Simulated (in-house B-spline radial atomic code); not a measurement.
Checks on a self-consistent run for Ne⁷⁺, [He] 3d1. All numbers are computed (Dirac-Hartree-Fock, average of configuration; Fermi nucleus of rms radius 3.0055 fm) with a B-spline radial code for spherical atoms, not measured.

| orbital | q | ε (Eh) | <1/r> | <r²> | small-component weight |
| --- | --- | --- | --- | --- | --- |
| 1s1/2 | 2 | -43.08262 | 9.71206 | 0.0324627 | 0.0012511 |
| 3d3/2 | 0.4 | -3.55821 | 0.890473 | 1.96407 | 9.4926e-05 |
| 3d5/2 | 0.6 | -3.55753 | 0.890132 | 1.96512 | 9.4907e-05 |

Electron-electron repulsion V_ee = 7.8175 hartree.

Question: What total energy follows from the eigenvalues?

Answer: The eigenvalues count the repulsion twice, so E = Σqε - V_ee = -89.723 - 7.818 = -97.541 hartree; the run printed -97.541.

Question: Does the Dirac virial theorem hold?

Answer: For a point nucleus E = -2c²Σq·w, with w the small-component weight. Here Σq·w = 0.0025971 and c = 137.0360, so the ratio E/(-2c²Σq·w) is 1.000001.

Question: What diamagnetic shielding (Lamb formula) and susceptibility (Langevin formula) do the radii give?

Answer: σ = (α²/3)Σq<1/r> = 20.3144/(3·137.036²) = 360.59 ppm, and χ = -0.79199×10⁻⁶·Σq<r²> = -1.607×10⁻⁶ cm³/mol with Σq<r²> = 2.0296 bohr². Both are non-relativistic formulas without the paramagnetism of open shells.
